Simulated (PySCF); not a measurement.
## How methods differ on the excitation energy of I

I [Kr] 4d10 5s2 5p5 (2P) → I [Kr] 4d10 5s1 5p6 (2S), as a difference of total energies. All numbers are calculated (PySCF 2.14, the spin-free X2C one-electron Hamiltonian (Gaussian nucleus), in ANO-RCC-VTZP). Correlated levels: valence: [Kr] 4d10 frozen; valence and next inner shell: [Ar] 3d10 frozen. The calculations carry no spin-orbit coupling.

```json
{"method": "UHF", "excitation energy (eV)": "12.720"}
{"method": "LDA", "excitation energy (eV)": "10.366"}
{"method": "PBE", "excitation energy (eV)": "10.360"}
{"method": "PBE0", "excitation energy (eV)": "10.964"}
{"method": "r2SCAN", "excitation energy (eV)": "10.747"}
{"method": "M06", "excitation energy (eV)": "10.743"}
{"method": "PBEsol", "excitation energy (eV)": "10.367"}
{"method": "wB97M-V", "excitation energy (eV)": "11.235"}
{"method": "MP2 (valence)", "excitation energy (eV)": "10.994"}
{"method": "SCS-MP2 (valence)", "excitation energy (eV)": "10.801"}
{"method": "MP2 (valence and next inner shell)", "excitation energy (eV)": "10.599"}
{"method": "SCS-MP2 (valence and next inner shell)", "excitation energy (eV)": "10.465"}
```

Task: How much does correlation contribute at MP2 (valence and next inner shell)?

Result: 10.599 − (12.720) = -2.121 eV, measured against UHF.

A first-order spin-orbit estimate (lowest level to lowest level, LS coupling) adds 0.298 eV.

The upper state lies above the first ionisation limit, where it may autoionise and the basis confines it.
